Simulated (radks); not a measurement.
The mean radii <r> (bohr) of the occupied orbitals of an atom or ion are listed with their occupations. Method: scalar-relativistic Kohn-Sham, r2SCAN, spin-polarised, spherical densities, finite nucleus; meta-GGA in the generalised Kohn-Sham scheme; Fermi nuclear charge, rms radius of each element as measured or else 0.836 A^(1/3) + 0.57 fm; computed with a radial shooting solver on a logarithmic mesh with Libxc functionals.

orbital  occ.      <r>
1s up       1  0.02723
1s down     1  0.02723
2s up       1   0.1171
2s down     1   0.1171
2p up       3   0.1025
2p down     3   0.1025
3s up       1   0.3134
3s down     1   0.3134
3p up       3   0.3116
3p down     3   0.3116
3d up       5   0.2886
3d down     5   0.2886
4s up       1   0.7404
4s down     1   0.7407
4p up       3   0.7915
4p down     3   0.7914
4d up       5   0.9144
4d down     5   0.9111
5s up       1    1.799
5s down     1    1.796
5p up       1    2.050
6p up       1    4.409

Name the element and its charge. Open shells, if any, are filled with parallel spins first.

Answer. Z = 53, iodine, charge +3: I3+ in [Kr] 4d10 5s2 5p1 6p1. The 1s radius gives Z: for a bare nucleus <r> = (2 gamma + 1)/(2Z) with gamma = sqrt(1 - (Z/c)^2), 0.02683 bohr for Z = 53, and screening makes it slightly larger (0.02723 here). The occupations add up to 50, and the charge is Z minus that.
